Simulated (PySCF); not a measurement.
Gas-phase reaction: GeH3 + 3 GeH2F2 = 3 GeH3F + GeF3

Computed with PySCF (xtb for GFN2) and rigid-rotor harmonic-oscillator thermochemistry at 1 bar. † marks an energy on the PBE0/def2-TZVP geometry and frequencies; other levels use their own. 6-31G* has spherical d functions here. Open shells (unrestricted): GeH3 (multiplicity 2), GeF3 (multiplicity 2); the rest are closed-shell singlets. GFN2 has no spin-polarisation term. B3LYP is the form with VWN-RPA correlation. Ge: all electrons, no relativistic terms. GeH3, GeH2F2, GeF3: computed as isolated molecules; such fragments, hydroxides, amides, oligomers or adducts are transient or little studied in the gas.

PBE0/def2-SVP† gives ΔH°(298 K) = 32 kJ.

Task: What do GFN2-xTB, B3LYP/6-31G*, M06-2X/def2-TZVP† give?

Result: GFN2-xTB: -45 kJ; B3LYP/6-31G*: 24 kJ; M06-2X/def2-TZVP†: 37 kJ. For scale, ΔH°(298 K) is 32 kJ at this level, 25 kJ at ωB97M-V/def2-TZVP†, and runs from -45 to 42 kJ over the 20 levels computed.
